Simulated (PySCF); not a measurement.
Si(NMe2)(SiH3) (C2H9NSi2), SMILES [Si](N(C)C)[SiH3] (connectivity only; charge and spin as stated), neutral, multiplicity 1. Atoms are numbered in the order given.

```xyz
14

Si     1.1618    -0.1386     0.0000
N     -0.0732     1.0693     0.0000
C      0.3426     2.4699     0.0000
C     -1.5229     0.9482     0.0000
H     -0.0416     2.9950     0.8931
H     -0.0416     2.9950    -0.8931
H      1.4401     2.5385     0.0000
H     -1.9555     1.4370    -0.8917
H     -1.9555     1.4370     0.8917
H     -1.8420    -0.1011     0.0000
Si    -0.1986    -2.1154     0.0000
H      0.6780    -3.3278     0.0000
H     -1.0860    -2.2056     1.2062
H     -1.0860    -2.2056    -1.2062
```

The structure is a stationary point at ωB97X-D3(BJ)/def2-SVP. Other conformers were not sampled.

Level of theory: TDDFT-LC-ωPBE/def2-SVPD in PySCF 2.14.0.

Vertical excitations. The molecule is in vacuum. State labels are in the subgroup Cs.

| state | symmetry | energy (eV) | λ (nm) | f | main pairs |
|---|---|---|---|---|---|
| S1 | A" | 2.67 | 465 | 0.007 | HOMO→LUMO 99 % |
| S2 | A' | 5.46 | 227 | 0.072 | HOMO−1→LUMO 66 %, HOMO→LUMO+1 18 %, HOMO→LUMO+4 10 % |
| S3 | A' | 5.65 | 219 | 0.259 | HOMO→LUMO+1 42 %, HOMO−1→LUMO 30 %, HOMO→LUMO+4 19 % |
| S4 | A" | 6.27 | 198 | 0.024 | HOMO−2→LUMO 92 % |
| S5 | A' | 6.35 | 195 | 0.097 | HOMO→LUMO+2 56 %, HOMO→LUMO+3 38 % |
| S6 | A' | 6.64 | 187 | 0.374 | HOMO→LUMO+1 26 %, HOMO→LUMO+4 21 %, HOMO→LUMO+7 14 %, HOMO→LUMO+2 14 % |
| S7 | A" | 7.03 | 176 | 0.028 | HOMO→LUMO+6 88 % |
| S8 | A' | 7.14 | 174 | 0.095 | HOMO→LUMO+7 49 %, HOMO→LUMO+5 18 %, HOMO→LUMO+3 15 % |
| S9 | A" | 7.23 | 171 | 0.001 | HOMO−1→LUMO+1 61 %, HOMO−1→LUMO+2 17 %, HOMO−1→LUMO+4 10 % |
| S10 | A" | 7.58 | 164 | 0.006 | HOMO−3→LUMO 87 % |
| T1 | A" | 1.58 | 782 | 0 | HOMO→LUMO 95 % |
| T2 | A' | 3.90 | 318 | 0 | HOMO−1→LUMO 91 % |
| T3 | A' | 4.23 | 293 | 0 | HOMO→LUMO+1 64 %, HOMO→LUMO+4 20 % |
| T4 | A" | 4.93 | 251 | 0 | HOMO−2→LUMO 71 % |
Triplets are in the Tamm–Dancoff approximation, which puts them higher than full response would, so one can lie above its singlet here.
